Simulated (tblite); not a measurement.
Compound: C₇H₁₁P.
Z-matrix (Å and degrees, GFN2-xTB geometry), rows numbered from 1:
```
C 
C   1  1.3296
C   2  1.4477  1  125.31
C   3  1.3412  2  125.72  1  -171.79
C   4  1.4919  3  128.26  2     0.33
C   4  1.5046  3  115.54  2   178.22
P   6  1.8608  4  106.58  3    17.42
C   3  1.5103  2  119.44  1     6.35
H   1  1.0765  2  121.34  3   179.98
H   1  1.0763  2  122.63  3     0.61
H   2  1.0818  1  118.79  3   179.99
H   5  1.0854  4  112.40  3     4.55
H   5  1.0907  4  109.88  3  -116.56
H   5  1.0901  4  109.72  3   125.46
H   6  1.0971  4  110.20  3  -100.93
H   6  1.0924  4  112.64  3   139.41
H   7  1.4057  6   93.85  4    71.52
H   8  1.0962  3  110.37  2   -77.12
H   8  1.0915  3  112.70  2    43.26
```

Computed values, GFN2-xTB/tblite, gas phase, harmonic and unscaled. The method is semi-empirical: single wavenumbers can be off by several per cent or more. Modes of hydrogen on phosphorus can be 10 to 20 % off. One conformer, not necessarily the lowest.

Harmonic wavenumbers (cm⁻¹): 56.6, 101.9, 124.4, 138.0, 214.8, 294.2, 314.7, 415.9, 443.1, 491.1, 523.9, 656.4, 703.8, 725.9, 763.5, 767.1, 782.1, 877.7, 922.5, 934.5, 948.2, 999.3, 1010.8, 1014.6, 1057.9, 1099.6, 1109.0, 1178.2, 1186.6, 1232.0, 1284.0, 1311.1, 1403.5, 1415.1, 1434.7, 1442.2, 1472.1, 1481.4, 1662.6, 1679.1, 2223.4, 2901.4, 2913.4, 2960.3, 2969.5, 2988.7, 3007.7, 3055.8, 3062.5, 3111.0, 3133.3.

A = 2356, B = 1447, C = 928.4 MHz; mass 126.060 u (most abundant isotopes); point group C1, symmetry number 1.

Problem. What is the zero-point energy?

Solution. Half the sum of the wavenumbers: 34001 cm⁻¹ = 406.74 kJ/mol.

Problem. Entropy at 298.15 K, 1 bar (ideal gas, RRHO, classical rotation)?

Solution. Translation 169.18, rotation 121.37, vibration 102.73: S = 393.3 J/(mol K).

Problem. And Cp and H(298.15 K) − H(0)?

Solution. Cp = 151.41 J/(mol K), of which vibrations give 118.15 (their classical limit is 51 R = 424.0); H(298.15 K) − H(0) = 26.68 kJ/mol without the zero-point energy, 16.76 from vibrations.

Problem. Blend soft modes into free rotors: weight 1/[1 + (100 cm⁻¹/ν̃)⁴] for the oscillator and the rest for a rotor with moment μB/(μ + B), μ = h/(8π²ν), B = 10⁻⁴⁴ kg m². What vibrational entropy results?

Solution. 96.52 J/(mol K) in place of 102.73, which changes −T·S at 298.15 K by +1.85 kJ/mol.

Problem. How do the functions run with temperature in this model?

Solution. 
```tsv
T (K)	S (J/(mol K))	Cp (J/(mol K))	H − H(0) (kJ/mol)	G − H(0) (kJ/mol)	ln q(vib)
150	313.9	88.9	9.03	-38.06	2.32
250	368.6	129.9	19.91	-72.24	4.51
400	444.0	195.1	44.36	-133.23	7.94
600	536.6	262.2	90.51	-231.47	12.66
900	656.2	326.3	179.60	-410.95	19.55
```

q(vib) and H(0) count from the zero-point level.

Problem. Which modes carry the vibrational entropy at 298.15 K?

Solution. 56.6 cm⁻¹: 19.13; 101.9 cm⁻¹: 14.30; 124.4 cm⁻¹: 12.68; 138.0 cm⁻¹: 11.85; 214.8 cm⁻¹: 8.38; 294.2 cm⁻¹: 6.07 J/(mol K); the other 45 give 30.33 together.

Problem. What must be added to the electronic energy to get the Gibbs energy at 298.15 K and 1 bar?

Solution. ZPE + [H(298.15 K) − H(0)] − T·S = 406.74 + 26.68 − 117.26 = 316.16 kJ/mol.

Hindered rotation and anharmonicity are outside this model. Other conformers, if any are populated, would add a mixing term that is left out. The structure is chiral; the term R ln 2 for an equal mix with its mirror image is left out.
